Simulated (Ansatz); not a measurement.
Which method gave which barrier?

Saddle point of CH5ClZn, closed shell (CH₃ClZn ([CH3][Zn][Cl]) + H₂ → CH₄Zn ([CH3][ZnH]) + HCl; bonds formed: Zn1–H5, Cl2–H4; bonds broken: Zn1–Cl2, H4–H5), PBE0-D4/def2-TZVP structure:

Zn1  (0.518, -0.035, 0.205)
Cl2  (0.061, 0.840, 2.590)
C3  (-0.766, -0.245, -1.224)
H4  (1.303, 0.347, 1.859)
H5  (1.954, -0.049, 1.054)
H6  (-1.373, -1.134, -1.042)
H7  (-0.273, -0.349, -2.192)
H8  (-1.425, 0.624, -1.250)
(Å)

Computed with Ansatz 0.2.0 (basis: def2-TZVPP, with def2-QZVPP for the basis limit); correlated methods freeze the cores. The 3s and 3p shells of Cu and Zn are frozen; filled d shells are correlated. B3LYP uses VWN-RPA correlation. Extrapolation: Hartree–Fock as exp(−7.88 √X), correlation as X^−2.97. Four methods, as single points on the PBE0-D4 structures, gave these electronic barriers from the start structure: 126.4, 148.7, 160.4, 199.8 kJ/mol.

Q: The methods were, in alphabetical order, B3LYP-D4, HF, MP2, PBE-D4. Which gave which? (A judgement: the text doesn't fix the answer.)

A: By the calculation: PBE-D4 126.4; B3LYP-D4 148.7; MP2 160.4; HF 199.8 kJ/mol. For comparison, CCSD(T) at an estimated basis limit (MP2 extrapolated from triple and quadruple zeta, plus CCSD(T) − MP2 in triple zeta) gives 161.2 kJ/mol.

T1 diagnostic: at most 0.014. The end structure is not quite a true minimum (one mode of 26i cm⁻¹).

Labels in which every atom is bracketed show which atoms are joined, not bond orders.

For scale, one of the runs: CCSD(T)/def2-TZVPP, 207 basis functions, launched by `ansatz run in.yaml --threads 4 --pin off --events-out ev --progress --plain --max-ram 9574MiB`. Hardware: 4 CPU threads of an Arm Neoverse N1, shared host. Wall time 85 s; peak host memory 2.6 GiB.
